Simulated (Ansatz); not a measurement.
Geometry optimisation, RKS B3LYP/STO-3G (Ansatz).

The input (input.yaml):

```yaml
crystal:
  periodic: [false, false, false]
  atoms:
    - { symbol: B, position_ang: [-0.0739, 1.0833, 1.6937] }
    - { symbol: C, position_ang: [-0.3727, 0.2524, 0.3784] }
    - { symbol: O, position_ang: [0.8266, -0.2594, -0.0792] }
    - { symbol: Al, position_ang: [0.667, -1.2724, -1.5941] }
    - { symbol: Cl, position_ang: [0.651, -0.3333, -3.5995] }
    - { symbol: H, position_ang: [0.9665, 1.2725, 2.1215] }
    - { symbol: H, position_ang: [-1.007, 1.6578, 2.2212] }
    - { symbol: H, position_ang: [-0.7867, 0.9364, -0.3956] }
    - { symbol: H, position_ang: [-1.068, -0.5468, 0.6933] }
    - { symbol: H, position_ang: [0.2802, -2.8418, -1.4368] }
basis:
  gaussian: { orbitals: STO-3G }
hamiltonian:
  xc: b3lyp
relax:
  f_tol: 0.02
  max_steps: 50
```

Launched with:

```bash
$ ansatz run input.yaml --threads 1 --pin off --max-ram 2048MiB --backend cpu --events-out ev --progress --plain --runs-dir out
```

Task: Where does it end, and by what steps?

Result: The forces met the threshold. The force dipped under the threshold on the way, but the program's further checks kept it going. Limits of this set-up: minimal basis. After 29 steps the energy has fallen by 1.356 eV; H10 moved furthest, 1.23 Å.

| step | energy less start (eV) | largest force component (eV/Å) | accepted |
| --- | --- | --- | --- |
| 0 | 0.0000 | 3.864 | yes |
| 2 | -0.9040 | 0.807 | yes |
| 4 | -1.0240 | 0.617 | yes |
| 6 | -1.1686 | 0.962 | yes |
| 8 | -1.3237 | 0.226 | yes |
| 10 | -1.3317 | 0.276 | no |
| 12 | -1.3443 | 0.065 | yes |
| 14 | -1.3471 | 0.152 | yes |
| 16 | -1.3506 | 0.138 | yes |
| 18 | -1.3538 | 0.114 | yes |
| 20 | -1.3546 | 0.032 | yes |
| 22 | -1.3550 | 0.016 | yes |
| 24 | -1.3556 | 0.029 | yes |
| 26 | -1.3558 | 0.031 | yes |
| 28 | -1.3558 | 0.027 | no |
| 29 | -1.3558 | 0.014 | yes |

```xyz
10
Properties=species:S:1:pos:R:3
B 0.054 1.120 1.425
C -0.664 0.136 0.419
O 0.041 -1.122 0.141
Al 0.708 -1.359 -1.385
Cl 0.421 0.153 -2.808
H 1.169 0.959 1.756
H -0.544 2.046 1.833
H -0.885 0.732 -0.505
H -1.672 -0.113 0.830
H 1.456 -2.605 -1.703
```

Whether the end is a true minimum wasn't checked by a vibrational analysis.

The run took 63 s on 1 CPU thread of a shared host.
